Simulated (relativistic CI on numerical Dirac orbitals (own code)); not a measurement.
One change at a time: Rb V

Base calculation: Dirac-Coulomb-Breit CI, separate exchange-only KLI orbitals for each configuration, QED by a radiative potential, valence Slater integrals scaled by 0.85, P86 correlation energy added to each configuration.

Configuration list (outside the closed core [Ar] 3d10): 4s²4p³, 4s4p⁴, 4s²4p²4d, 4p⁵, 4s4p³4d, 4s²4p²4f, 4s²4p²5s, 4s²4p²5p, 4s4p³4f, 4s²4p²5d, 4s²4p²6s, 4s²4p²6p, 4p⁴4d, 4s²4p4d², 4s²4d³, 4s4p4d³, 4s²4d²4f, 4s²4d²5s, 4s²4d²5p, 4s²4p4f², 4s²4d4f², 4s4p4d4f², 4s²4f³, 4s²4f²5s, 4s²4f²5p. Double excitations out of closed p, d and f shells are left out; levels of such configurations are missing from the list, as are those of other unlisted configurations, and high levels can miss mixing partners. These lack a partner that the ground configuration has and come out too high: 4s4p³4f, 4s²4p²5d, 4s²4p²6s, 4s²4p²6p.

Variants: (1) valence Slater integrals scaled by 0.75; (2) no correlation estimate; (3) QED terms removed; (4) only the first 3 configurations. Shifts of the energy above 4s²4p³ ⁴S°3/2, in cm⁻¹, for the lowest level and the first level of each name with at least 55 % of one term (blank where a level changes its place among those of its configuration and J or its character, or is not in the variant):

```tsv
Level	Base	Δ(1)	Δ(2)	Δ(3)	Δ(4)	Measured
4s²4p³ ⁴S°3/2	0.0	0.0	0.0	0.0	0.0	0.0
4s²4p³ ²D°3/2	18434.7	-2208.2	-17.7	+4.2	+1208.8	18639.1
4s²4p³ ²D°5/2	21008.2	-2078.7	-19.0	-4.5	+1057.8	21080.4
4s²4p³ ²P°1/2	33014.8	-3233.2	-16.6	-0.2	+2992.3	34794.3
4s²4p³ ²P°3/2	36662.8	-2939.9	-18.2	-13.3	+2908.3	38317.8
4s4p⁴ ⁴P5/2	141958.0	+1695.9	-580.0	+245.4	-7686.1	135925.6
4s4p⁴ ⁴P3/2	146803.5	+1745.0	-585.2	+233.5	-7668.7	140861.6
4s4p⁴ ⁴P1/2	148949.7	+1678.8	-587.0	+229.7	-7683.5	143010.2
4s4p⁴ ²D3/2	172421.2	-593.1	-775.5	+210.0	-4907.0	167062.8
4s4p⁴ ²D5/2	173618.9	-563.8	-766.3	+207.4	-4954.0	168272.8
4s²4p²4d ⁴F3/2	210741.2	-656.2				
4s²4p²4d ⁴F5/2	212649.6	-633.2	-1997.3	-0.2	-5242.6	
4s²4p²4d ⁴F7/2	215545.1	-559.7	-1999.9	-8.2	-5250.6	
4s²4p²4d ⁴F9/2	218959.1	-580.7	-2000.8	-15.1	-5120.6
```

At this charge configurations can still be misplaced by up to about 7 % of their energy. 16 of the 19 excited levels that our extract of the measured tables holds in this range could be paired (the sources list more); they are missed by 7509 cm⁻¹ on average and 16281 at most, and levels without a partner can miss by more.

Measured levels: Sansonetti, J. Phys. Chem. Ref. Data 35, 301 (2006).

Ionisation energy from the two ground configurations alone: base 68.77 eV; valence Slater integrals scaled by 0.75 68.57 eV; no correlation estimate 67.5 eV. The NIST ASD value (theoretical) is 68.44 eV.

LS names give the leading component of a level, which can be under half, so a name can repeat, a term be missing and a line seem to break the LS rules.
